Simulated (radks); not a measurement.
Values are calculated unless marked as measured or tabulated.
Valence configurations of C I (all share [He]). Level of theory: non-relativistic Kohn-Sham, LDA (Slater exchange, Perdew-Wang correlation), spin-unpolarised, spherical densities, point nucleus (a radial shooting solver on a logarithmic mesh with Libxc functionals). Energies are relative to 2s2 2p2; eigenvalues in eV.

| valence | E (eV) | e(2p) | e(2s) |
|---|---|---|---|
| 2s2 2p2 | 0.000 | -5.419 | -13.628 |
| 2s1 2p3 | 8.226 | -5.822 | -14.065 |
| 2p4 | 16.486 | -6.181 | - |
| 2s1.5 2p2.5 | 4.109 | -5.627 | -13.853 |
| 2s0.5 2p3.5 | 12.352 | -6.006 | -14.266 |

NIST lists [He] 2s2 2p2 as the ground configuration; this level of theory agrees among the configurations tried. The energies are those of spherical spin-averaged densities, not of single terms.
